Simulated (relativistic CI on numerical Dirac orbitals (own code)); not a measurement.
V⁺ in a cubic cluster: L2,3 absorption with charge transfer

Computed with a charge-transfer multiplet model of a cubic metal-ligand cluster with up to one ligand hole, Slater and spin-orbit integrals from Dirac-Coulomb-Breit ions, Slater integrals scaled by 0.8. The parameters are those of a tetrahedral site (10Dq negative, t2 hopping the larger). The ground state mixes d4 with configurations of k ligand holes L, whose averages lie at kΔ + k(k − 1)U_dd/2; a core hole lowers each added d electron by U_cd. 300 K, Lorentzian 0.4 eV and Gaussian 0.3 eV FWHM.

Atomic integrals in eV (Slater integrals scaled, ζ unscaled), ground: F2dd 6.042, F4dd 3.713, zeta_d 0.015; with the core hole: F2dd 6.837, F4dd 4.214, zeta_d 0.025, zeta_core 4.617, F2cd 3.745, G1cd 2.648, G3cd 1.501.

Cluster parameters (eV): U_dd = 6.1, U_cd = 6.7, 10Dq = -0.25, 10Dq(ligand) = 0, V(eg) = 1.32, V(t2g) = -2.25, final-state hopping factor = 0.9.

| Case | n_d | d4 | d5L | S |
| --- | --- | --- | --- | --- |
| Δ = 5 eV | 4.26 | 0.74 | 0.26 | 2.00 |
| Δ = 8 eV | 4.17 | 0.83 | 0.17 | 2.00 |
| Δ = 11 eV | 4.12 | 0.88 | 0.12 | 2.00 |

Weights, n_d and S are thermal averages at 300 K. Photon energies count from the first peak over 30 % of the highest in each spectrum, which can be another peak from case to case. The parameters are a model scan and need not match a compound or its usual spin state. Peaks in eV (height, largest 100):
- Δ = 5 eV: -2.6 (7), 0.0 (100), 4.5 (20), 5.1 (21), 6.3 (21), 7.7 (40)
- Δ = 8 eV: -2.7 (7), 0.0 (100), 4.4 (23), 5.2 (27), 6.4 (21), 7.7 (43)
- Δ = 11 eV: -2.8 (7), -2.1 (10), -1.8 (11), 0.0 (100), 4.4 (24), 5.2 (28), 6.5 (21), 7.8 (44)

For the case Δ = 8 eV, Δ = 8 eV is larger than U_dd = 6.1 eV, the Mott-Hubbard side of the Zaanen-Sawatzky-Allen scheme. With the core hole the configuration with one ligand hole lies at Δ + U_dd − U_cd = 4.4, 7.4, 10.4 eV from the one without, in the order of the table; where this is negative the screened configuration lies lower, though the effective hopping of about 4.3 eV (from the holes of the mixed ground state) mixes the two strongly wherever it is as large as the gap.

With at most 1 ligand hole the space is cut while the next configuration still counts, so covalency is underestimated, and a final configuration with one more ligand hole, which can lie low, is missing from the spectra.
